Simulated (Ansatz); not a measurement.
C2H7S, SMILES C[SH+]C, charge +1.

Geometry: B3LYP-D3(BJ)/def2-SVP. The isomer is the one that the SMILES or the coordinates give; other isomers of the formula were not compared.

Two levels are set side by side: PBE/def2-SVPD (Ansatz, a first-principles code) and CAM-B3LYP/def2-SVPD (Ansatz). Energy differences of separate SCF runs at the same geometry; the states with an electron removed or added have multiplicity 2 and 2. Differences are taken from unrounded values.

```
quantity                             PBE
---------------------------------  -----
vertical ionisation energy (eV)    17.29
vertical electron affinity (eV)     3.90
vertical singlet–triplet gap (eV)   6.77
```

Question: These are the PBE values. What does CAM-B3LYP give? (The exact figures need the calculation; the answer reports its results.)

Answer: 
```json
[
 {"quantity": "vertical ionisation energy (eV)", "CAM-B3LYP": "17.66", "PBE minus CAM-B3LYP": "-0.37"},
 {"quantity": "vertical electron affinity (eV)", "CAM-B3LYP": "3.71", "PBE minus CAM-B3LYP": "0.19"},
 {"quantity": "vertical singlet–triplet gap (eV)", "CAM-B3LYP": "7.11", "PBE minus CAM-B3LYP": "-0.35"}
]
```
